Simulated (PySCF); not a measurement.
# Radial density of Cu⁺ (copper, charge +1)

PBE, [Ar] 3d10, closed-shell 1S. All numbers are calculated (PySCF 2.14, the non-relativistic Hamiltonian (point nucleus), in def2-TZVP).

```csv
r (bohr),4πr²ρ (e/bohr)
0.000737,0.1086
0.00124,0.2992
0.00209,0.8041
0.00351,2.097
0.00590,5.162
0.00992,11.58
0.0167,22.19
0.0281,32.90
0.0472,33.55
0.0794,27.72
0.134,36.90
0.225,33.67
0.378,17.56
0.636,22.60
1.07,10.27
1.80,1.925
3.03,0.2586
5.09,0.004128
8.56,1.567e-05
```
